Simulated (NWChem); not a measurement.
System: ZnI cation; SMILES [Zn+][I]

NWChem printed, in part:

```
             Northwest Computational Chemistry Package (NWChem) 7.3.0
             --------------------------------------------------------

                             Geometry "geometry" -> ""
                             -------------------------

 Output coordinates in angstroms (scale by  1.889725989 to convert to a.u.)

  No.       Tag          Charge          X              Y              Z
 ---- ---------------- ---------- -------------- -------------- --------------
    1 Zn                  30.0000     0.00000000     0.00000000    -1.52035700
    2 I                   53.0000     0.00000000     0.00000000     0.86054500

 Effective nuclear repulsion energy (a.u.)     353.3920446577

                                 NWChem DFT Module
                                 -----------------

 Summary of "ao basis" -> "ao basis" (spherical)
 ------------------------------------------------------------------------------
       Tag                 Description            Shells   Functions and Types
 ---------------- ------------------------------  ------  ---------------------
 Zn                        def2-svpd                12       34   5s4p2d1f
 I                         def2-svpd                13       35   5s5p3d

            General Information
            -------------------
          SCF calculation type: DFT
          Wavefunction type:  closed shell.
          No. of atoms     :     2
          No. of electrons :    54
           Alpha electrons :    27
            Beta electrons :    27
          Charge           :     1
          Spin multiplicity:     1
          Use of symmetry is: off; symmetry adaption is: off
          Maximum number of iterations: 150
          AO basis - number of functions:    69
                     number of shells:    25
          Convergence on energy requested:  1.00D-06
          Convergence on density requested:  1.00D-05
          Convergence on gradient requested:  5.00D-04

              XC Information
              --------------
                     Hartree-Fock (Exact) Exchange  1.000
                   CAM-Becke88 Exchange Functional  1.000
              Lee-Yang-Parr Correlation Functional  1.000

           Range-Separation Parameters
           ---------------------------
           Alpha           :  0.00
           Beta            :  1.00
           Gamma           :  0.33
           Short-Range HF  :     F

             Grid Information
             ----------------
          Grid used for XC integration:  medium
          Radial quadrature: Mura-Knowles
          Angular quadrature: Lebedev.
          Tag              B.-S. Rad. Rad. Pts. Rad. Cut. Ang. Pts.
          ---              ---------- --------- --------- ---------
          Zn                  1.35      112          13.0       590
          I                   1.40      123          12.0       590
          Grid pruning is: on
          Number of quadrature shells:   235
          Spatial weights used:  Erf1

      Superposition of Atomic Density Guess
      -------------------------------------

 Sum of atomic energies:       -2124.68826115

 Renormalizing density from      55.00 to     54

      Non-variational initial energy
      ------------------------------

 Total energy =   -2053.236501
 1-e energy   =   -3273.710373
 2-e energy   =    1053.779512
 HOMO         =      -0.671107
 LUMO         =      -0.456990

   convergence    iter        energy       DeltaE   RMS-Dens  Diis-err
 ---------------- ----- ----------------- --------- --------- ---------
 d= 0,ls=0.0,diis     1  -2075.7413680727 -2.24D+03  2.61D-02  4.53D+00
 d= 0,ls=0.0,diis     2  -2075.5990504707  1.42D-01  1.54D-02  8.69D+00
 d= 0,ls=0.0,diis     3  -2076.0360993007 -4.37D-01  3.78D-03  3.58D-02
 d= 0,ls=0.0,diis     4  -2076.0398046326 -3.71D-03  8.34D-04  2.49D-03
 d= 0,ls=0.0,diis     5  -2076.0400815230 -2.77D-04  1.44D-04  2.54D-05
  Resetting Diis
 d= 0,ls=0.0,diis     6  -2076.0400881083 -6.59D-06  3.59D-05  2.27D-06
 d= 0,ls=0.0,diis     7  -2076.0400888676 -7.59D-07  1.13D-05  1.81D-07
 d= 0,ls=0.0,diis     8  -2076.0400889342 -6.66D-08  5.69D-06  5.79D-08

         Total DFT energy =    -2076.040088934230
      One electron energy =    -3317.401768646733
           Coulomb energy =     1167.236805017412
    Exchange-Corr. energy =      -92.569485992487
 Nuclear repulsion energy =      166.694360687577

 Numeric. integr. density =       53.999999865691

                       DFT Final Molecular Orbital Analysis
                       ------------------------------------

 Vector   25  Occ=2.000000D+00  E=-6.537625D-01
              MO Center=  1.8D-08, -1.9D-08,  4.5D-02, r^2= 2.9D+00
   Bfn.  Coefficient  Atom+Function         Bfn.  Coefficient  Atom+Function
  ----- ------------  ---------------      ----- ------------  ---------------
     4      0.708003  1 Zn s                 48     -0.468893  2 I  pz
     3     -0.311820  1 Zn s                 37     -0.238160  2 I  s
    51     -0.222784  2 I  pz                45      0.188395  2 I  pz
    38     -0.170494  2 I  s                 14      0.159061  1 Zn pz
    42      0.153439  2 I  pz                 5     -0.098184  1 Zn s

 Vector   26  Occ=2.000000D+00  E=-5.663275D-01
              MO Center=  7.6D-10,  6.4D-10,  6.9D-01, r^2= 2.1D+00
   Bfn.  Coefficient  Atom+Function         Bfn.  Coefficient  Atom+Function
  ----- ------------  ---------------      ----- ------------  ---------------
    46      0.461037  2 I  px                47      0.437215  2 I  py
    49      0.352728  2 I  px                50      0.334502  2 I  py
    43     -0.182401  2 I  px                44     -0.172976  2 I  py
    40     -0.147209  2 I  px                41     -0.139603  2 I  py
    12      0.086819  1 Zn px                13      0.082333  1 Zn py

 Vector   27  Occ=2.000000D+00  E=-5.663275D-01
              MO Center=  1.2D-08, -1.3D-08,  6.9D-01, r^2= 2.1D+00
   Bfn.  Coefficient  Atom+Function         Bfn.  Coefficient  Atom+Function
  ----- ------------  ---------------      ----- ------------  ---------------
    47     -0.461037  2 I  py                46      0.437215  2 I  px
    50     -0.352728  2 I  py                49      0.334502  2 I  px
    44      0.182401  2 I  py                43     -0.172976  2 I  px
    41      0.147209  2 I  py                40     -0.139603  2 I  px
    13     -0.086819  1 Zn py                12      0.082333  1 Zn px

 Vector   28  Occ=0.000000D+00  E=-3.178760D-01
              MO Center=  1.0D-08, -1.1D-08, -1.4D+00, r^2= 4.1D+00
   Bfn.  Coefficient  Atom+Function         Bfn.  Coefficient  Atom+Function
  ----- ------------  ---------------      ----- ------------  ---------------
     4      0.716325  1 Zn s                 48      0.370682  2 I  pz
    14     -0.346466  1 Zn pz                 3     -0.298468  1 Zn s
    51      0.274617  2 I  pz                45     -0.144701  2 I  pz
    17     -0.143617  1 Zn pz                11      0.132074  1 Zn pz
    39      0.125327  2 I  s                 42     -0.116635  2 I  pz

 Vector   29  Occ=0.000000D+00  E=-1.732194D-01
              MO Center=  3.4D-09, -2.9D-09, -1.4D+00, r^2= 4.9D+00
   Bfn.  Coefficient  Atom+Function         Bfn.  Coefficient  Atom+Function
  ----- ------------  ---------------      ----- ------------  ---------------
    15      0.454781  1 Zn px                12      0.432003  1 Zn px
    16      0.421190  1 Zn py                13      0.400094  1 Zn py
    49     -0.176316  2 I  px                50     -0.163293  2 I  py
     9     -0.142011  1 Zn px                10     -0.131522  1 Zn py
    46     -0.130648  2 I  px                47     -0.120998  2 I  py

 Vector   30  Occ=0.000000D+00  E=-1.732194D-01
              MO Center=  7.5D-08, -8.1D-08, -1.4D+00, r^2= 4.9D+00
   Bfn.  Coefficient  Atom+Function         Bfn.  Coefficient  Atom+Function
  ----- ------------  ---------------      ----- ------------  ---------------
    16      0.454781  1 Zn py                13      0.432003  1 Zn py
    15     -0.421190  1 Zn px                12     -0.400094  1 Zn px
    50     -0.176316  2 I  py                49      0.163293  2 I  px
    10     -0.142011  1 Zn py                 9      0.131522  1 Zn px
    47     -0.130648  2 I  py                46      0.120998  2 I  px

     Multipole analysis of the density
     ---------------------------------

     L   x y z        total         alpha         beta         nuclear
     -   - - -        -----         -----         ----         -------
     0   0 0 0      1.000000    -27.000000    -27.000000     55.000000

     1   1 0 0     -0.000000     -0.000000     -0.000000      0.000000
     1   0 1 0      0.000000      0.000000      0.000000      0.000000
     1   0 0 1     -2.612199     21.462344     21.462344    -45.536888

     2   2 0 0    -27.660032    -13.830016    -13.830016      0.000000
     2   1 1 0     -0.000000     -0.000000     -0.000000      0.000000
     2   1 0 1      0.000000      0.000000      0.000000      0.000000
     2   0 2 0    -27.660032    -13.830016    -13.830016      0.000000
     2   0 1 1     -0.000000     -0.000000     -0.000000      0.000000
     2   0 0 2    -11.168416   -162.457500   -162.457500    313.746585

 *** CALLING NEW AORESP DRIVER FOR CLOSED AND OPEN SHELLS ***
 Entering AOResponse driver routine

[...]

 DFT Linear Response polarizability / au
 Frequency  =       0.0000000 / au
              X              Y              Z
 -----------------------------------------------
 X      39.3548372      0.0000002     -0.0000005
 Y       0.0000002     39.3548372      0.0000006
 Z      -0.0000005      0.0000006     73.2819259
 -----------------------------------------------
 Eigenvalues =      39.3548374     39.3548370     73.2819259
 Isotropic   =      50.6638668
 Anisotropic =      33.9270887
 -----------------------------------------------

 Magnetic Dipole Response Matrix (nonzero elements):

 Exiting AOResponse driver routine
```

Level: LC-BLYP (range parameter 0.33 per bohr)/def2-SVPD with def2 effective core potentials on I. Structure relaxed at the PBE0-D3(BJ)/def2-TZVP level. def2 effective core potentials on I; no spin-orbit coupling.

Problem. Reconstruct the input file.

Solution. One answer among several that fit: the input that was run:
```
start job
memory heap 200 mb stack 700 mb global 900 mb
charge 1
geometry units angstroms noautosym nocenter noautoz
  Zn     0.000000     0.000000    -1.520357
  I      0.000000     0.000000     0.860545
end
basis spherical
  * library def2-svpd
end
ecp
  I library def2-ecp
end
dft
  xc xcamb88 1.00 lyp 1.0 hfexch 1.00
  cam 0.33 cam_alpha 0.0 cam_beta 1.0
  iterations 150
end
property
  response 1 0.0
end
task dft property
```
